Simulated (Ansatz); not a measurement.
Basis-set extrapolation for `CN(C)B(F)S` (PBE0-D4/def2-TZVP geometry, frozen core, Ansatz). Multiplicity 1, RHF reference.

|  | def2-TZVPP | def2-QZVPP |
| --- | --- | --- |
| HF | -656.161190 | -656.184224 |
| MP2 correlation | -1.082896 | -1.165925 |
| CCSD(T) correlation | -1.176327 | not run |

Energies in hartree. Use E(X) = E(∞) + A·exp(−7.88·√X) for Hartree–Fock and E(X) = E(∞) + B·X^(−2.97) for correlation, with X = 3 and 4, and add CCSD(T) minus MP2 of the smaller set to the MP2 limit.

Task: What is the CCSD(T) energy at the basis-set limit?

Result: HF limit: -656.184224 + (-0.023034) × 0.13774 = -656.18740. MP2 limit: -1.165925 + (-0.083029) × 0.74074 = -1.22743. Higher-order term: -1.176327 − (-1.082896) = -0.09343. Total: -657.50826 hartree, 448.3 kJ/mol below CCSD(T)/def2-TZVPP.
